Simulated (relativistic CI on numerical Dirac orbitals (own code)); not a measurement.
## Level scheme of Mg

Method of calculation: Dirac-Coulomb-Breit CI, separate exchange-only KLI orbitals for each configuration, QED by a radiative potential, valence Slater integrals scaled by 0.85, P86 correlation energy added to each configuration (own radial code, finite nucleus).

Configurations in the expansion (outside the closed core [Ne]): 3s², 3s3p, 3s4s, 3s3d, 3s4p, 3s5s, 3s4d, 3s5p, 3s4f, 3s6s, 3s5d, 3s6p, 3s5f, 3p², 3d², 3p4s, 3s5g, 3p3d, 3s6d, 4s², 3d4s. Levels of other configurations are missing.

| No. | Configuration | Term | J | E (eV) | % | Landé g | jj configuration (%) |
| --- | --- | --- | --- | --- | --- | --- | --- |
| 1 | 3s² | ¹S | 0 | 0.0000 | 95 |  | closed (95) |
| 2 | 3s3p | ³P° | 0 | 2.5136 | 99 |  | 3s 3p1/2 (99) |
| 3 | 3s3p | ³P° | 1 | 2.5158 | 99 | 1.501 | 3s 3p1/2 (66) |
| 4 | 3s3p | ³P° | 2 | 2.5203 | 99 | 1.501 | 3s 3p3/2 (99) |
| 5 | 3s3p | ¹P° | 1 | 4.2720 | 85 | 1.000 | 3s 3p3/2 (57) |
| 6 | 3s4s | ³S | 1 | 5.1022 | 100 | 2.002 | 3s 4s (100) |
| 7 | 3s4s | ¹S | 0 | 5.3649 | 98 |  | 3s 4s (98) |
| 8 | 3s3d | ¹D | 2 | 5.7225 | 80 | 1.000 | 3s 3d5/2 (48) |
| 9 | 3s3d | ³D | 3 | 5.9276 | 100 | 1.334 | 3s 3d5/2 (100) |
| 10 | 3s3d | ³D | 2 | 5.9277 | 100 | 1.167 | 3s 3d3/2 (60) |
| 11 | 3s3d | ³D | 1 | 5.9277 | 100 | 0.499 | 3s 3d3/2 (100) |
| 12 | 3s4p | ³P° | 0 | 5.9300 | 99 |  | 3s 4p1/2 (99) |
| 13 | 3s4p | ³P° | 1 | 5.9304 | 99 | 1.501 | 3s 4p1/2 (66) |
| 14 | 3s4p | ³P° | 2 | 5.9312 | 99 | 1.501 | 3s 4p3/2 (99) |
| 15 | 3s4p | ¹P° | 1 | 6.2353 | 85 | 1.000 | 3s 4p3/2 (57) |
| 16 | 3s5s | ³S | 1 | 6.4827 | 100 | 2.002 | 3s 5s (100) |
| 17 | 3s5s | ¹S | 0 | 6.5816 | 97 |  | 3s 5s (97) |
| 18 | 3s4d | ¹D | 2 | 6.5954 | 70 | 1.000 | 3s 4d5/2 (42) |
| 19 | 3s4d | ³D | 3 | 6.7714 | 100 | 1.334 | 3s 4d5/2 (100) |
| 20 | 3s4d | ³D | 2 | 6.7714 | 100 | 1.167 | 3s 4d3/2 (60) |
| 21 | 3s4d | ³D | 1 | 6.7715 | 100 | 0.499 | 3s 4d3/2 (100) |
| 22 | 3s5p | ³P° | 0 | 6.7858 | 100 |  | 3s 5p1/2 (100) |
| 23 | 3s5p | ³P° | 1 | 6.7860 | 100 | 1.501 | 3s 5p1/2 (67) |
| 24 | 3s5p | ³P° | 2 | 6.7864 | 100 | 1.501 | 3s 5p3/2 (100) |
| 25 | 3s5p | ¹P° | 1 | 6.8900 | 88 | 1.000 | 3s 5p3/2 (59) |
| 26 | 3p² | ³P | 0 | 6.9038 | 99 |  | 3p1/2^2 (66) |
| 27 | 3p² | ³P | 1 | 6.9061 | 99 | 1.501 | 3p1/2 3p3/2 (99) |
| 28 | 3p² | ³P | 2 | 6.9107 | 99 | 1.501 | 3p3/2^2 (66) |
| 29 | 3s4f | ¹F° | 3 | 6.9884 | 99 | 1.001 | 3s 4f7/2 (65) |
| 30 | 3s4f | ³F° | 2 | 6.9885 | 100 | 0.666 | 3s 4f5/2 (100) |
| 31 | 3s4f | ³F° | 3 | 6.9886 | 99 | 1.083 | 3s 4f5/2 (65) |
| 32 | 3s4f | ³F° | 4 | 6.9886 | 100 | 1.251 | 3s 4f7/2 (100) |
| 33 | 3s6s | ³S | 1 | 7.0241 | 100 | 2.002 | 3s 6s (100) |
| 34 | 3s5d | ¹D | 2 | 7.0622 | 70 | 1.000 | 3s 5d5/2 (42) |
| 35 | 3s6s | ¹S | 0 | 7.0770 | 98 |  | 3s 6s (98) |
| 36 | 3s5d | ³D | 3 | 7.1595 | 100 | 1.334 | 3s 5d5/2 (100) |
| 37 | 3s5d | ³D | 2 | 7.1596 | 100 | 1.167 | 3s 5d3/2 (60) |
| 38 | 3s5d | ³D | 1 | 7.1596 | 100 | 0.499 | 3s 5d3/2 (100) |
| 39 | 3s6p | ³P° | 0 | 7.1725 | 100 |  | 3s 6p1/2 (100) |
| 40 | 3s6p | ³P° | 1 | 7.1725 | 100 | 1.501 | 3s 6p1/2 (67) |
| 41 | 3s6p | ³P° | 2 | 7.1727 | 100 | 1.501 | 3s 6p3/2 (100) |
| 42 | 3s6p | ¹P° | 1 | 7.2264 | 93 | 1.000 | 3s 6p3/2 (62) |
| 43 | 3s5f | ¹F° | 3 | 7.2976 | 99 | 1.000 | 3s 5f7/2 (63) |
| 44 | 3s5f | ³F° | 2 | 7.2976 | 100 | 0.666 | 3s 5f5/2 (100) |
| 45 | 3s5f | ³F° | 3 | 7.2977 | 99 | 1.083 | 3s 5f5/2 (63) |

Energies count from the lowest computed level; ° marks odd parity. Filled j subshells are mostly left out of the jj labels.

The mean weight of the leading LS term, summed over parents, in these 45 levels is 96 %, and that of the leading jj configuration (from the same eigenvectors) 82 %, so LS coupling describes them better.

Correlation outside the listed configurations is missing or only estimated: errors of thousands of cm⁻¹ between configurations and terms are usual at this charge. Rates and lifetimes follow the computed energies and can be off by large factors. The fine structure of a lone outer electron comes out too small, for d and f at times inverted, and misplaced configurations move strength between like terms. 45 of the 45 excited levels that our extract of the measured tables holds in this range could be paired (the sources list more); they are missed by 886 cm⁻¹ on average and 2136 at most, and levels without a partner can miss by more.
